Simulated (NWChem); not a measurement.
Species: C₃H₅ClSi; SMILES C=C=C([SiH3])Cl

```xyz
10

C     -0.6351    -2.6028    -0.2101
C     -0.3038    -1.3549    -0.0020
C     -0.0192    -0.0913     0.1956
Si    -1.2552     1.3151     0.0158
Cl     1.6007     0.4032     0.6613
H     -0.5435    -3.0561    -1.2033
H     -1.0088    -3.2339     0.6038
H     -2.5763     0.7474    -0.3801
H     -0.7680     2.2672    -1.0249
H     -1.3708     2.0368     1.3170
```
Atoms are numbered in this order, from 1.

Results from NWChem. Pople sets run with spherical d functions. Coordinates come from a PBE0/def2-SVP optimisation. Isolated, static molecule.

GIAO at B3LYP/6-31G*: principal shieldings of C2 are -35.9, -31.2, 25.2 ppm; an isolated tetramethylsilane molecule has σ = 189.5 ppm at the same levels.

**Question.** Find the isotropic 13C shift, its principal values, the span and the skew.

**Answer.** 
1. σ(iso) = one third of the sum = -14.0 ppm.
2. δ = σ(reference) − σ = 203.5 ppm against tetramethylsilane.
3. δ11, δ22, δ33 = 225.4, 220.7, 164.3 ppm.
4. Span Ω = δ11 − δ33 = 61.1 ppm; skew κ = 3(δ22 − δ(iso))/Ω = 0.85.
